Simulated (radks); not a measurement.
Problem. The lutetium anion Lu-, configuration [Xe] 4f14 5d2 6s2. All-electron calculation, scalar-relativistic Kohn-Sham, PBE, spin-polarised, spherical densities, point nucleus; open shells are filled with parallel spins first (spin-orbit coupling, left out, can overturn this in heavy ions); hard spherical wall at 15 bohr. Program: a radial shooting solver on a logarithmic mesh with Libxc functionals. Some entries of the table are withheld. Estimate them.

orbital,occ.,eigenvalue (eV),r(max) (bohr),<r> (bohr)
1s down,1,-63241.52,0.01213,0.01932
1s up,1,-63241.52,0.01213,0.01932
2s up,1,-10760.92,0.06930,0.08183
2s down,1,-10760.90,0.06930,0.08183
2p up,3,-9465.250,0.05660,0.07292
2p down,3,-9465.232,0.05660,0.07292
3s down,1,-2434.765,0.1957,0.2126
3s up,1,-2434.760,0.1957,0.2126
3p down,3,-2046.022,0.1931,0.2123
3p up,3,-2046.018,0.1931,0.2123
3d up,5,-1579.673,0.1574,0.1925
3d down,5,-1579.666,0.1574,0.1925
4s up,1,-480.6433,0.4461,0.4779
4s down,1,-480.6420,0.4461,0.4779
4p down,3,-353.1114,0.4671,0.5078
4p up,3,-353.1113,0.4671,0.5078
4d up,5,-186.8453,0.4808,0.5475
4d down,5,-186.8413,0.4808,0.5475
5s up,1,-56.1027,1.044,1.173
5s down,1,-55.8012,1.042,1.170
5p up,3,-26.8126,1.197,1.400
5p down,3,-26.3551,1.194,1.394
4f up,7,-4.5840,0.4687,0.7275
4f down,7,-4.5069,0.4686,0.7233
6s up,1,-0.6799,3.164,3.962
6s down,1,-0.0183,3.189,4.077
6p up,0,1.8605,5.382,6.790
6p down,0,2.2986,6.275,7.154
5d up,2,2.3609,1.916,(1)
7s up,0,2.5462,9.761,9.211
7s down,0,2.8982,9.774,9.145
5d down,0,2.9425,1.916,(2)
5f up,0,4.1773,(3),10.11
5f down,0,4.5062,(4),10.07

Solution. 
(1) 5d up <r> (bohr): 4.375
(2) 5d down <r> (bohr): 5.286
(3) 5f up r(max) (bohr): 10.54
(4) 5f down r(max) (bohr): 10.42
